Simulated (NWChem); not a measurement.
System: SiH, doublet; SMILES [SiH]

NWChem input:

```
start job
memory heap 200 mb stack 900 mb global 1100 mb
geometry units angstroms noautosym nocenter noautoz
  Si     0.000000     0.000000    -0.128985
  H      0.000000     0.000000     1.442593
end
basis spherical
  * library def2-svp
end
dft
  odft
  mult 2
  xc pbe0
  iterations 150
end
cosmo
  do_cosmo_smd true
  solvent benzene
end
task dft energy
```

Parts of the log:

```
             Northwest Computational Chemistry Package (NWChem) 7.3.0
             --------------------------------------------------------

                             Geometry "geometry" -> ""
                             -------------------------

 Output coordinates in angstroms (scale by  1.889725989 to convert to a.u.)

  No.       Tag          Charge          X              Y              Z
 ---- ---------------- ---------- -------------- -------------- --------------
    1 Si                  14.0000     0.00000000     0.00000000    -0.12898500
    2 H                    1.0000     0.00000000     0.00000000     1.44259300

 Effective nuclear repulsion energy (a.u.)       4.7140399560

                                 NWChem DFT Module
                                 -----------------

 Summary of "ao basis" -> "ao basis" (spherical)
 ------------------------------------------------------------------------------
       Tag                 Description            Shells   Functions and Types
 ---------------- ------------------------------  ------  ---------------------
 Si                         def2-svp                 8       18   4s3p1d
 H                          def2-svp                 3        5   2s1p

 in cosmo_initialize ...
 calling solv_data for solv:benzene

 solvent parameters
 solvname_short: benzene
 solvname_long:  benzene
 dielec:        2.2706
 dielecinf:     2.2533
 nonaqueous SMD model solvent descriptors
 dielec:        2.2706
 sola:          0.0000
 solb:          0.1400
 solc:          1.0000
 solg:         40.6200
 solh:          0.0000
 soln:          1.5011

          ---------------
          -cosmo- solvent
          ---------------
 Cosmo: York-Karplus, doi: 10.1021/jp992097l
 dielectric constant -eps-     =   2.27
 screen = (eps-1)/(eps    )    =   0.55959
 surface charge correction     = lagrangian

   van der Waals surface
 --------------------------

 ---------- ATOMIC COORDINATES (A.U.) ------------ VDWR(ANG.) --
     1    0.00000000    0.00000000   -0.24374631     2.470
     2    0.00000000    0.00000000    2.72610548     1.200
 number of segments per atom =        128
 number of   points per atom =        128
 atom (   nspa,  nppa )
 ----------------------
    1 (    124,     0 )       0
    2 (     36,     0 )       0
 number of -cosmo- surface points =      160
 molecular surface =     76.512 angstrom**2
 molecular volume  =     60.536 angstrom**3
 -lineq- algorithm             =   0
 -bem- low  level              =   3
 -bem- from -octahedral-
 gaussian surface charge width =   4.50000
 degree of switching           =   1.00000
 switching function tolerance  =   0.00010
 atomic radii =
 --------------
    1 14.000  2.470
    2  1.000  1.200
 ...... end of -cosmo- initialization ......

 nat:                     2
 ixmem:                   309
 calling mnsol_interface()
 G(SMD-CDS) energy (kcal/mol)  =    -1.072
 SMD-CDS SASA (angstrom**2)    =    82.236

            General Information
            -------------------
          SCF calculation type: DFT
          Wavefunction type:  spin polarized.
          No. of atoms     :     2
          No. of electrons :    15
           Alpha electrons :     8
            Beta electrons :     7
          Charge           :     0
          Spin multiplicity:     2
          Use of symmetry is: off; symmetry adaption is: off
          Maximum number of iterations: 150
          AO basis - number of functions:    23
                     number of shells:    11
          Convergence on energy requested:  1.00D-06
          Convergence on density requested:  1.00D-05
          Convergence on gradient requested:  5.00D-04

              XC Information
              --------------
                         PBE0 Method XC Functional
                     Hartree-Fock (Exact) Exchange  0.250
          PerdewBurkeErnzerhof Exchange Functional  0.750
            Perdew 1991 LDA Correlation Functional  1.000 local
           PerdewBurkeErnz. Correlation Functional  1.000 non-local

             Grid Information
             ----------------
          Grid used for XC integration:  medium
          Radial quadrature: Mura-Knowles
          Angular quadrature: Lebedev.
          Tag              B.-S. Rad. Rad. Pts. Rad. Cut. Ang. Pts.
          ---              ---------- --------- --------- ---------
          Si                  1.10       88           7.0       590
          H                   0.35       45           7.0       434
          Grid pruning is: on
          Number of quadrature shells:   133
          Spatial weights used:  Erf1

      Superposition of Atomic Density Guess
      -------------------------------------

 Sum of atomic energies:        -289.23782335

      Non-variational initial energy
      ------------------------------

 Total energy =    -289.082351
 1-e energy   =    -410.271352
 2-e energy   =     116.474962
 HOMO         =      -0.075878
 LUMO         =      -0.075878

   convergence    iter        energy       DeltaE   RMS-Dens  Diis-err
 ---------------- ----- ----------------- --------- --------- ---------
     COSMO gas phase
 d= 0,ls=0.0,diis     1   -289.7524943497 -2.94D+02  1.05D-02  1.55D-02
                                                     8.85D-03  1.09D-02
 d= 0,ls=0.0,diis     2   -289.7631280573 -1.06D-02  3.81D-03  1.11D-03
                                                     4.10D-03  1.34D-03
 d= 0,ls=0.0,diis     3   -289.7642861217 -1.16D-03  8.73D-04  1.62D-04
                                                     8.68D-04  1.13D-04
 d= 0,ls=0.0,diis     4   -289.7644178513 -1.32D-04  2.23D-04  4.72D-06
                                                     1.15D-04  2.91D-06
 d= 0,ls=0.0,diis     5   -289.7644233157 -5.46D-06  2.80D-05  2.87D-07
                                                     7.78D-05  4.90D-07
 d= 0,ls=0.0,diis     6   -289.7644238725 -5.57D-07  1.40D-05  9.26D-09
                                                     1.14D-05  3.86D-09
 d= 0,ls=0.0,diis     7   -289.7644238907 -1.82D-08  4.47D-06  4.54D-10
                                                     5.32D-06  6.03D-10

[...]

                                COSMO-SMD solvation results
                                ---------------------------

             internal energy in gas <Psi(g)|H|Psi(g)> =      -289.764423890722
         internal energy in solvent <Psi(s)|H|Psi(s)> =      -289.764404383968
                               delta internal energy  =         0.000019506754 (    0.01 kcal/mol)
   total free energy in solvent <Psi(s)|H+V/2|Psi(s)> =      -289.765731224023
 polarization energy contribution <Psi(s)|V/2|Psi(s)> =        -0.001326840055 (   -0.83 kcal/mol)
    total free energy in solvent including G(SMD-CDS) =      -289.767440304933
                       G(SMD-CDS) energy contribution =        -0.001709080910 (   -1.07 kcal/mol)
     1 M fixed-concentration free energy of solvation =        -0.003016414211 (   -1.89 kcal/mol)

                    DFT Final Alpha Molecular Orbital Analysis
                    ------------------------------------------

 Vector    6  Occ=1.000000D+00  E=-4.976486D-01
              MO Center= -5.9D-09,  6.5D-09,  3.9D-01, r^2= 1.5D+00
   Bfn.  Coefficient  Atom+Function         Bfn.  Coefficient  Atom+Function
  ----- ------------  ---------------      ----- ------------  ---------------
     3      0.680608  1 Si s                  2      0.412563  1 Si s
     4      0.244582  1 Si s                 19      0.245100  2 H  s
    10      0.093586  1 Si pz                20      0.075824  2 H  s
     1      0.065639  1 Si s                  7     -0.052569  1 Si pz
    13      0.052089  1 Si pz

 Vector    7  Occ=1.000000D+00  E=-2.877574D-01
              MO Center= -2.0D-09,  1.1D-09,  1.1D-01, r^2= 2.4D+00
   Bfn.  Coefficient  Atom+Function         Bfn.  Coefficient  Atom+Function
  ----- ------------  ---------------      ----- ------------  ---------------
     3      0.352551  1 Si s                 19     -0.336825  2 H  s
     4      0.325529  1 Si s                 10     -0.312209  1 Si pz
    13     -0.289230  1 Si pz                20     -0.285375  2 H  s
     2      0.209435  1 Si s                  7      0.168121  1 Si pz
    16     -0.072972  1 Si d  0               1      0.032346  1 Si s

 Vector    8  Occ=1.000000D+00  E=-2.031956D-01
              MO Center= -1.5D-09, -9.1D-09, -1.0D-01, r^2= 2.4D+00
   Bfn.  Coefficient  Atom+Function         Bfn.  Coefficient  Atom+Function
  ----- ------------  ---------------      ----- ------------  ---------------
    12      0.678112  1 Si py                 9      0.442544  1 Si py
     6     -0.229255  1 Si py                11      0.048516  1 Si px
     8      0.031695  1 Si px

 Vector    9  Occ=0.000000D+00  E=-1.162544D-01
              MO Center=  6.5D-09,  3.2D-10, -1.1D-01, r^2= 2.5D+00
   Bfn.  Coefficient  Atom+Function         Bfn.  Coefficient  Atom+Function
  ----- ------------  ---------------      ----- ------------  ---------------
    11      0.706067  1 Si px                 8      0.409350  1 Si px
     5     -0.220976  1 Si px                12     -0.050554  1 Si py
     9     -0.029275  1 Si py

 Vector   10  Occ=0.000000D+00  E= 5.359496D-02
              MO Center=  1.6D-09, -1.2D-09,  2.5D-01, r^2= 3.6D+00
   Bfn.  Coefficient  Atom+Function         Bfn.  Coefficient  Atom+Function
  ----- ------------  ---------------      ----- ------------  ---------------
    20      1.461378  2 H  s                 13     -1.248224  1 Si pz
     4     -0.690286  1 Si s                  3     -0.339915  1 Si s
    19      0.256041  2 H  s                 10     -0.241217  1 Si pz
     2     -0.148268  1 Si s                  7      0.135288  1 Si pz
    16      0.134456  1 Si d  0

 Vector   11  Occ=0.000000D+00  E= 1.680759D-01
              MO Center=  1.2D-08, -2.2D-08,  1.9D-02, r^2= 4.3D+00
   Bfn.  Coefficient  Atom+Function         Bfn.  Coefficient  Atom+Function
  ----- ------------  ---------------      ----- ------------  ---------------
     4      2.211821  1 Si s                  3     -1.937972  1 Si s
    20     -0.437807  2 H  s                 13      0.429124  1 Si pz
     2     -0.416755  1 Si s                 19     -0.129748  2 H  s
    16     -0.085600  1 Si d  0               1     -0.058178  1 Si s
    10     -0.033790  1 Si pz

                     DFT Final Beta Molecular Orbital Analysis
                     -----------------------------------------

 Vector    5  Occ=1.000000D+00  E=-3.688105D+00
              MO Center=  3.0D-11,  8.7D-12, -1.3D-01, r^2= 1.0D-01
   Bfn.  Coefficient  Atom+Function         Bfn.  Coefficient  Atom+Function
  ----- ------------  ---------------      ----- ------------  ---------------
     6      0.983035  1 Si py                 5      0.070493  1 Si px
     9      0.045077  1 Si py

 Vector    6  Occ=1.000000D+00  E=-4.680228D-01
              MO Center= -2.9D-09,  3.6D-09,  5.0D-01, r^2= 1.5D+00
   Bfn.  Coefficient  Atom+Function         Bfn.  Coefficient  Atom+Function
  ----- ------------  ---------------      ----- ------------  ---------------
     3      0.650433  1 Si s                  2      0.393141  1 Si s
    19      0.282287  2 H  s                  4      0.198886  1 Si s
    20      0.125331  2 H  s                 10      0.102780  1 Si pz
     1      0.062598  1 Si s                  7     -0.058047  1 Si pz
    16      0.038375  1 Si d  0              13      0.037987  1 Si pz

 Vector    7  Occ=1.000000D+00  E=-2.750625D-01
              MO Center=  9.0D-10,  1.7D-09, -2.3D-02, r^2= 2.4D+00
   Bfn.  Coefficient  Atom+Function         Bfn.  Coefficient  Atom+Function
  ----- ------------  ---------------      ----- ------------  ---------------
     3      0.405286  1 Si s                  4      0.329163  1 Si s
    19     -0.324132  2 H  s                 10     -0.305331  1 Si pz
    13     -0.295421  1 Si pz                20     -0.269008  2 H  s
     2      0.238300  1 Si s                  7      0.165027  1 Si pz
    16     -0.047894  1 Si d  0               1      0.036874  1 Si s

 Vector    8  Occ=0.000000D+00  E=-1.025741D-01
              MO Center= -1.9D-09,  7.2D-10, -1.1D-01, r^2= 2.5D+00
   Bfn.  Coefficient  Atom+Function         Bfn.  Coefficient  Atom+Function
  ----- ------------  ---------------      ----- ------------  ---------------
    11      0.706175  1 Si px                 8      0.409015  1 Si px
     5     -0.220764  1 Si px                12     -0.050881  1 Si py
     9     -0.029431  1 Si py

 Vector    9  Occ=0.000000D+00  E=-6.807964D-02
              MO Center=  2.2D-10, -9.0D-10, -1.1D-01, r^2= 2.6D+00
   Bfn.  Coefficient  Atom+Function         Bfn.  Coefficient  Atom+Function
  ----- ------------  ---------------      ----- ------------  ---------------
    12      0.736820  1 Si py                 9      0.371436  1 Si py
     6     -0.209690  1 Si py                11      0.053042  1 Si px
     8      0.026781  1 Si px

 Vector   10  Occ=0.000000D+00  E= 6.653139D-02
              MO Center=  2.3D-09, -2.0D-09,  3.0D-01, r^2= 3.6D+00
   Bfn.  Coefficient  Atom+Function         Bfn.  Coefficient  Atom+Function
  ----- ------------  ---------------      ----- ------------  ---------------
    20      1.477974  2 H  s                 13     -1.242096  1 Si pz
     4     -0.670169  1 Si s                  3     -0.408579  1 Si s
    10     -0.245954  1 Si pz                19      0.239792  2 H  s
     2     -0.174463  1 Si s                  7      0.136159  1 Si pz
    16      0.118820  1 Si d  0              18     -0.028389  1 Si d  2

   alpha - beta orbital overlaps
   -----------------------------

   alpha      1      2      3      4      5      6      7      8      9     10
    beta      1      2      3      5      4      6      7      9      8     10
 overlap   1.000  1.000  1.000  1.000  1.000  0.996  0.997  0.998  1.000  0.998

   alpha     11     12     13     14     15     16     17     18     19     20
    beta     11     12     15     13     16     18     14     17     19     20
 overlap   0.999  0.996  0.994  0.999  0.996  1.000  0.999  0.968  0.975  0.998

   alpha     21     22     23
    beta     21     22     23
 overlap   1.000  1.000  1.000

     --------------------------
     Expectation value of S2:
     --------------------------
      <S2> =      0.7550 (Exact =     0.7500)

     Multipole analysis of the density
     ---------------------------------

     L   x y z        total         alpha         beta         nuclear
     -   - - -        -----         -----         ----         -------
     0   0 0 0     -0.000000     -8.000000     -7.000000     15.000000

     1   1 0 0      0.000000      0.000000      0.000000      0.000000
     1   0 1 0     -0.000000      0.000000     -0.000000      0.000000
     1   0 0 1      0.093472      0.471000      0.308814     -0.686343

     2   2 0 0     -8.653959     -5.159463     -3.494496      0.000000
     2   1 1 0     -0.235425     -0.247205      0.011780      0.000000
     2   1 0 1     -0.000000     -0.000000      0.000000      0.000000
     2   0 2 0    -11.927804     -8.596378     -3.331426      0.000000
     2   0 1 1     -0.000000     -0.000000      0.000000      0.000000
     2   0 0 2    -12.428207    -11.088343     -9.603287      8.263423
```

Level: PBE0/def2-SVP, spin-unrestricted, SMD on the gas-phase geometry. The state is orbitally degenerate and is run as one real component. The geometry was optimised at B3LYP/6-31G* (spherical d), spin-unrestricted. No stability test was run on the SCF state. Solvent: benzene.
